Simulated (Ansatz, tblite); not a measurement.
Forces on YO2H at its PBE-D4/def2-TZVP geometry. The state is a singlet with charge 0.

In the def2 sets Y takes a core potential; there is no spin–orbit coupling. The xTB rows come from tblite. The structure holds 1 bond(s) between oxygen atoms. The structure comes from a short search, and lower isomers may exist.

GFN1-xTB (tblite), largest force 2.63 eV/Å:

```xyz
4
positions Å, forces eV/Å
Y     0.758   -0.041    0.347   -2.109    0.567   -1.468
O    -0.798   -1.198   -0.153    0.542    1.487    1.363
O    -1.186   -0.121    0.823    1.474   -1.103   -0.984
H     1.226    1.359   -1.017    0.093   -0.950    1.090
```

GFN2-xTB (tblite), largest force 2.43 eV/Å:

```
Y -1.694 0.407 -1.127
O 0.402 1.888 1.482
O 1.540 -1.276 -1.385
H -0.247 -1.019 1.030
```

r2SCAN0-D4/def2-TZVP (Ansatz), largest force 0.93 eV/Å:

```
Y -0.898 -0.166 -0.178
O 0.216 0.675 0.551
O 0.617 -0.448 -0.469
H 0.064 -0.061 0.095
```
